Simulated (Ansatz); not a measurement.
`[OH][Hf]([F])([F])[Br]` + `OB(F)F` → `[F][Hf]([F])([F])[Br]` + `OB(O)F`  (redistribution)

Calculated with Ansatz (gas phase, PBE0-D4/def2-TZVP geometries, no zero-point term in ΔE). CBS: MP2 limit from def2 TZ/QZ plus the TZ coupled-cluster correction, frozen cores. This one scheme is used for every species. Elements past krypton have def2 core potentials. For Br, Hf outer-core shells are correlated without core-valence functions, which leaves a few kJ/mol of doubt a bond. Scalar relativity is left out up to krypton. One conformer a species, not always the lowest.

| species | CCSD(T)/CBS(def2) energy (Eh) |
| --- | --- |
| `[OH][Hf]([F])([F])[Br]` | -2896.89429 |
| `OB(F)F` | -300.33752 |
| `[F][Hf]([F])([F])[Br]` | -2920.92444 |
| `OB(O)F` | -276.31625 |

Question: Work out ΔE.

Answer: ΔE = (-2920.92444) + (-276.31625) − (-2896.89429) − (-300.33752) = -0.00888 Eh = -23.3 kJ/mol.

Largest T1 diagnostic among the species: 0.014.

Leaving LDA and LC-ωPBE aside and taking each functional with its dispersion term where it has one, the values, not all of them listed here, spread over 11.4 kJ/mol, from revPBE-D4 to BHLYP-D4. LDA lies +4.7 kJ/mol from PBE without D4. From PBE to PBE0 (25 % exact exchange), in def2-TZVPP and without D4, ΔE moves by +3.9 kJ/mol.
